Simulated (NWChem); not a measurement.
C$_{3}$H$_{3}$N$_{2}$, doublet; SMILES [c]1ncc[nH]1

In the optimisation the excess spin sits in a' (Cs, its own frame).

Task: Give the equilibrium geometry at B3LYP/6-31G* (spherical d), spin-unrestricted (NWChem) as a Z-matrix, with the point group.

Result: point group Cs; any orientation.
```
C
C 1 1.3704
H 1 1.0802 2 132.65
H 2 1.0811 1 128.77 3 0.00
N 1 1.3949 3 122.14 2 180.00
H 5 1.0084 1 127.14 3 0.00
C 5 1.3596 6 127.13 1 180.00
N 7 1.2780 5 114.02 6 180.00
```
